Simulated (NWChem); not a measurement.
Species: I cation, triplet

All runs: NWChem. Spin-unrestricted. Medium grid unless said otherwise, to which SCAN and Minnesota functionals are sensitive. The open p shell is one determinant without spherical averaging. No stability test was run on the SCF state. def2 effective core potentials on I; no spin-orbit coupling. B3LYP is NWChem's, with the RPA form of VWN correlation. Total energies of different functionals are on different scales.

| level | energy (Ha) | highest occupied level (eV) | lowest empty minus highest occupied level, either spin (eV) | <S²> |
|---|---|---|---|---|
| B3LYP/def2-SVP | -297.3778 | -15.50 | 1.69 | 2.00 |
| M06-2X/def2-SVP | -297.2231 | -16.78 | 4.71 | 2.01 |
| MN15-L/def2-SVP | -296.3087 | -14.47 | 1.14 | 2.00 |
| TPSSh/def2-SVP | -297.1918 | -15.06 | 1.14 | 2.00 |
| OLYP/def2-SVP | -297.5842 | -14.28 | 0.21 | 2.00 |
| MPW1K/def2-SVP | -297.4064 | [?] | [?] | 2.00 |

### Question
Complete the blanks.

### Answer

- MPW1K/def2-SVP, highest occupied level (eV): -16.59
- MPW1K/def2-SVP, lowest empty minus highest occupied level, either spin (eV): 4.04
